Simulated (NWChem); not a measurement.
System: silicon monosulfide (SiS, singlet); SMILES [Si]=S

Input file for NWChem:

```
start job
memory heap 200 mb stack 900 mb global 1100 mb
geometry units angstroms noautosym nocenter noautoz
  Si     0.000000     0.000000     1.031651
  S      0.000000     0.000000    -0.898310
end
basis spherical
  * library 6-31+g*
end
dft
  xc xpbe96 cpbe96
  iterations 150
  vectors input atomic output neutral.movecs
end
task dft energy
charge 1
dft
  odft
  mult 2
  vectors input atomic output cation.movecs
end
task dft energy
charge -1
dft
  odft
  mult 2
  vectors input atomic output anion.movecs
end
task dft energy
```

Parts of the log:

```
             Northwest Computational Chemistry Package (NWChem) 7.3.0
             --------------------------------------------------------

                             Geometry "geometry" -> ""
                             -------------------------

 Output coordinates in angstroms (scale by  1.889725989 to convert to a.u.)

  No.       Tag          Charge          X              Y              Z
 ---- ---------------- ---------- -------------- -------------- --------------
    1 Si                  14.0000     0.00000000     0.00000000     1.03165100
    2 S                   16.0000     0.00000000     0.00000000    -0.89831000

 Effective nuclear repulsion energy (a.u.)      61.4187041997

  pbe96 is a nonlocal functional; adding pw91lda local functional.

                                 NWChem DFT Module
                                 -----------------

 Summary of "ao basis" -> "ao basis" (spherical)
 ------------------------------------------------------------------------------
       Tag                 Description            Shells   Functions and Types
 ---------------- ------------------------------  ------  ---------------------
 Si                         6-31+g*                 10       22   5s4p1d
 S                          6-31+g*                 10       22   5s4p1d

            General Information
            -------------------
          SCF calculation type: DFT
          Wavefunction type:  closed shell.
          No. of atoms     :     2
          No. of electrons :    30
           Alpha electrons :    15
            Beta electrons :    15
          Charge           :     0
          Spin multiplicity:     1
          Use of symmetry is: off; symmetry adaption is: off
          Maximum number of iterations: 150
          AO basis - number of functions:    44
                     number of shells:    20
          Convergence on energy requested:  1.00D-06
          Convergence on density requested:  1.00D-05
          Convergence on gradient requested:  5.00D-04

              XC Information
              --------------
          PerdewBurkeErnzerhof Exchange Functional  1.000
            Perdew 1991 LDA Correlation Functional  1.000 local
           PerdewBurkeErnz. Correlation Functional  1.000 non-local

             Grid Information
             ----------------
          Grid used for XC integration:  medium
          Radial quadrature: Mura-Knowles
          Angular quadrature: Lebedev.
          Tag              B.-S. Rad. Rad. Pts. Rad. Cut. Ang. Pts.
          ---              ---------- --------- --------- ---------
          Si                  1.10       88          12.0       590
          S                   1.00       88          12.0       590
          Grid pruning is: on
          Number of quadrature shells:   176
          Spatial weights used:  Erf1

      Superposition of Atomic Density Guess
      -------------------------------------

 Sum of atomic energies:        -686.27402881

      Non-variational initial energy
      ------------------------------

 Total energy =    -686.483870
 1-e energy   =   -1072.101957
 2-e energy   =     324.199383
 HOMO         =      -0.285726
 LUMO         =      -0.040644

   convergence    iter        energy       DeltaE   RMS-Dens  Diis-err
 ---------------- ----- ----------------- --------- --------- ---------
 d= 0,ls=0.0,diis     1   -687.2780757700 -7.49D+02  5.43D-02  3.30D-01
 d= 0,ls=0.0,diis     2   -686.3488049676  9.29D-01  4.49D-02  4.44D+00
 d= 0,ls=0.0,diis     3   -687.3369606530 -9.88D-01  3.95D-03  1.66D-02
 d= 0,ls=0.0,diis     4   -687.3392770550 -2.32D-03  1.77D-03  4.68D-03
 d= 0,ls=0.0,diis     5   -687.3401552574 -8.78D-04  1.54D-04  5.24D-05
  Resetting Diis
 d= 0,ls=0.0,diis     6   -687.3401641140 -8.86D-06  5.43D-05  1.51D-06
 d= 0,ls=0.0,diis     7   -687.3401645109 -3.97D-07  1.55D-05  2.85D-08
 d= 0,ls=0.0,diis     8   -687.3401644478  6.31D-08  1.28D-05  3.38D-07
 d= 0,ls=0.0,diis     9   -687.3401645166 -6.88D-08  1.33D-06  5.87D-10

         Total DFT energy =     -687.340164516579
      One electron energy =    -1073.282741767947
           Coulomb energy =      370.749776174988
    Exchange-Corr. energy =      -46.225903123308
 Nuclear repulsion energy =       61.418704199687

 Numeric. integr. density =       30.000000126005

                       DFT Final Molecular Orbital Analysis
                       ------------------------------------

 Vector   13  Occ=2.000000D+00  E=-2.686658D-01
              MO Center= -3.1D-08,  3.4D-08, -4.4D-01, r^2= 2.1D+00
   Bfn.  Coefficient  Atom+Function         Bfn.  Coefficient  Atom+Function
  ----- ------------  ---------------      ----- ------------  ---------------
    30     -0.443488  2 S  py                29      0.406597  2 S  px
     8     -0.228065  1 Si py                34     -0.222297  2 S  py
     7      0.209094  1 Si px                33      0.203806  2 S  px
    26      0.170229  2 S  py                25     -0.156069  2 S  px
     4      0.087110  1 Si py                12     -0.086893  1 Si py

 Vector   14  Occ=2.000000D+00  E=-2.686658D-01
              MO Center= -1.2D-09, -1.2D-09, -4.4D-01, r^2= 2.1D+00
   Bfn.  Coefficient  Atom+Function         Bfn.  Coefficient  Atom+Function
  ----- ------------  ---------------      ----- ------------  ---------------
    29      0.443488  2 S  px                30      0.406597  2 S  py
     7      0.228065  1 Si px                33      0.222297  2 S  px
     8      0.209094  1 Si py                34      0.203806  2 S  py
    25     -0.170229  2 S  px                26     -0.156069  2 S  py
     3     -0.087110  1 Si px                11      0.086893  1 Si px

 Vector   15  Occ=2.000000D+00  E=-2.574264D-01
              MO Center=  3.3D-08, -3.6D-08,  5.0D-01, r^2= 3.2D+00
   Bfn.  Coefficient  Atom+Function         Bfn.  Coefficient  Atom+Function
  ----- ------------  ---------------      ----- ------------  ---------------
    31      0.495119  2 S  pz                 9     -0.446463  1 Si pz
    10     -0.374218  1 Si s                  6     -0.268963  1 Si s
    35      0.200936  2 S  pz                27     -0.191330  2 S  pz
     5      0.175025  1 Si pz                 2      0.131543  1 Si s
    13     -0.090558  1 Si pz                14     -0.079156  1 Si s

 Vector   16  Occ=0.000000D+00  E=-1.173524D-01
              MO Center=  3.3D-10, -3.5D-10,  6.7D-01, r^2= 3.5D+00
   Bfn.  Coefficient  Atom+Function         Bfn.  Coefficient  Atom+Function
  ----- ------------  ---------------      ----- ------------  ---------------
     8     -0.431177  1 Si py                 7      0.394897  1 Si px
    12     -0.350735  1 Si py                11      0.321223  1 Si px
    30      0.285334  2 S  py                29     -0.261326  2 S  px
    34      0.232594  2 S  py                33     -0.213023  2 S  px
     4      0.151487  1 Si py                 3     -0.138741  1 Si px

 Vector   17  Occ=0.000000D+00  E=-1.173524D-01
              MO Center= -9.1D-11, -1.2D-10,  6.7D-01, r^2= 3.5D+00
   Bfn.  Coefficient  Atom+Function         Bfn.  Coefficient  Atom+Function
  ----- ------------  ---------------      ----- ------------  ---------------
     7      0.431177  1 Si px                 8      0.394897  1 Si py
    11      0.350735  1 Si px                12      0.321223  1 Si py
    29     -0.285334  2 S  px                30     -0.261326  2 S  py
    33     -0.232594  2 S  px                34     -0.213023  2 S  py
     3     -0.151487  1 Si px                 4     -0.138741  1 Si py

 Vector   18  Occ=0.000000D+00  E=-8.610754D-03
              MO Center=  1.2D-08, -8.1D-09,  9.8D-02, r^2= 1.0D+01
   Bfn.  Coefficient  Atom+Function         Bfn.  Coefficient  Atom+Function
  ----- ------------  ---------------      ----- ------------  ---------------
    14      2.952303  1 Si s                 36     -2.537561  2 S  s
    17     -1.462066  1 Si pz                39     -0.984398  2 S  pz
    13     -0.692285  1 Si pz                32     -0.568872  2 S  s
    10      0.379393  1 Si s                 28     -0.294033  2 S  s
    35     -0.245792  2 S  pz                 9     -0.200890  1 Si pz

     Multipole analysis of the density
     ---------------------------------

     L   x y z        total         alpha         beta         nuclear
     -   - - -        -----         -----         ----         -------
     0   0 0 0     -0.000000    -15.000000    -15.000000     30.000000

     1   1 0 0      0.000000      0.000000      0.000000      0.000000
     1   0 1 0     -0.000000     -0.000000     -0.000000      0.000000
     1   0 0 1      0.631509      0.249469      0.249469      0.132572

     2   2 0 0    -18.870716     -9.435358     -9.435358      0.000000
     2   1 1 0     -0.000000     -0.000000     -0.000000      0.000000
     2   1 0 1     -0.000000     -0.000000     -0.000000      0.000000
     2   0 2 0    -18.870716     -9.435358     -9.435358      0.000000
     2   0 1 1      0.000000      0.000000      0.000000      0.000000
     2   0 0 2    -20.047965    -59.682536    -59.682536     99.317108

                                 NWChem DFT Module
                                 -----------------

            General Information
            -------------------
          SCF calculation type: DFT
          Wavefunction type:  spin polarized.
          No. of atoms     :     2
          No. of electrons :    29
           Alpha electrons :    15
            Beta electrons :    14
          Charge           :     1
          Spin multiplicity:     2
          Use of symmetry is: off; symmetry adaption is: off
          Maximum number of iterations: 150
          AO basis - number of functions:    44
                     number of shells:    20
          Convergence on energy requested:  1.00D-06
          Convergence on density requested:  1.00D-05
          Convergence on gradient requested:  5.00D-04

[...]
```

Level: PBE/6-31+G* (spherical d), vertical spin-unrestricted ions. Low-valent species are run as closed-shell singlets; no triplet was tried in these runs. Geometry: optimised at PBE0-D3(BJ)/def2-TZVP.
